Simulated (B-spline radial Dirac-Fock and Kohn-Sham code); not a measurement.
## Ru⁷⁺ 3p3/2: cross section and angular parameters

System: the Ru⁷⁺ ion in the configuration [Kr] 4d1; threshold 578.4 eV (orbital energy of the model). Model: Dirac-Hartree-Slater photoionisation with a Latter tail; cross sections with all multipoles, angular parameters from the dipole term and its interference with E2. Program: a B-spline atomic structure program.

For linearly polarised light dσ/dΩ = σ/(4π) [1 + β P₂(cos θ) + (δ + γ cos²θ) sin θ cos φ], with θ from the polarisation vector and φ the angle between the beam and the projection of the electron momentum on the plane normal to the polarisation.

```tsv
hν (eV)	σ (kb)	β	γ	δ
800	255	1.361	0.167	0.018
1080	?	?	?	?
1486.9	93.0	1.628	-0.020	0.004
1630	77.8	1.636	-0.001	0.004
1660	75.1	1.637	0.004	0.004
2000	51.4	1.637	0.077	0.007
2984.4	21.0	1.594	0.338	0.014
3030	20.3	1.591	0.350	0.014
3620	13.3	1.556	0.501	0.019
5414.7	4.71	1.450	0.886	0.039
6730	2.61	1.378	1.106	0.054
7020	2.32	1.363	1.150	0.058
7320	2.06	1.347	1.193	0.062
7630	1.83	1.332	1.235	0.066
8530	1.33	1.289	1.348	0.078
9251.7	1.05	1.256	1.429	0.087
```

Question: Give the values at 1080 eV.

Answer: σ = 164 kb, β = 1.555, γ = 0.006, δ = 0.004.

Values without a named source are computed, but for edge energies of neutral atoms, which are taken from tables.
